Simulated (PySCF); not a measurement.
Coordinates in bohr (charge 0 multiplicity 4):
```
Cu    0.1172    0.0595   -0.1786
N     3.3958   -0.2214    0.1979
O    -3.1872   -0.1299    0.4458
H    -3.9398    1.3055    1.2562
```

All numbers come from UPBE0/[Cu def2-TZVP, N def2-TZVP, O def2-TZVP, H def2-TZVP], no relativity, density fitting, PySCF.

This geometry of CuN(OH) is a stationary point at this level.

Task: What is the point group?

Result: C1.

Task: Is it a minimum?

Result: Yes: all harmonic wavenumbers are real.

Task: What are the dipole moment and the gap between the highest occupied and lowest empty levels of either spin?

Result: 1.91 D and 2.75 eV.

Task: Give the atomic charges and bond orders.

Result: 
```
atom  Mulliken  Löwdin  polar tensor  spin (Mulliken)  Mayer order to Cu1
 Cu1      0.49    0.25          0.81             0.52                   –
  N2     -0.13    0.00         -0.24             2.38                1.16
  O3     -0.67   -0.40         -0.83             0.11                0.97
  H4      0.32    0.15          0.27             0.00                0.01
```
Other Mayer orders above 0.3: O–H 0.89.

This need not be the most stable arrangement of these atoms. Other spin states or occupations of the open shell can lie lower.
